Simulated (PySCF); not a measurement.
In(CF3)(Cl)2 (CCl2F3In), SMILES [Cl][In]([C](F)(F)F)[Cl].

Coordinates come from a B3LYP-D3(BJ)/def2-SVP optimisation. The structure was generated by enumeration; whether it is a known compound was not checked. The def2 effective core potentials stand for the cores of In; spin–orbit coupling is left out.

All values below come from PySCF with PBE/def2-TZVP.

Gas-phase values at a fixed geometry.

```yaml
total_energy: -1447.75581 hartree
highest_occupied_level: -7.62 eV
lowest_empty_level: -3.54 eV
orbital_gap: 4.08 eV
dipole_moment: 1.07 D
quadrupole, principal values (traceless, Buckingham form, about the centre of nuclear charge): -4.75, -4.50, 9.25 D·Å
mean_static_polarisability: 78.9 bohr³ (11.69 Å³)
polarisability_principal_values: 53.5, 91.1, 92.1 bohr³
```
